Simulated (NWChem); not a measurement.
Species: AlPH4; SMILES [AlH2][PH2]

Results from NWChem. Pople sets run with spherical d functions. Coordinates come from a PBE0/def2-SVP optimisation. Vertical excitations in the gas phase; the lowest state need not have the same character in each row.

For level CAM-B3LYP/6-31+G*, TDA:

- lowest excitation, singlet (eV): 4.61
- orbital gap (eV): 7.61

Estimate the same quantities for level PBE0/6-31+G*, TDA.

The lowest excitation, singlet (eV) comes out as 4.47 and the orbital gap (eV) is 5.51.
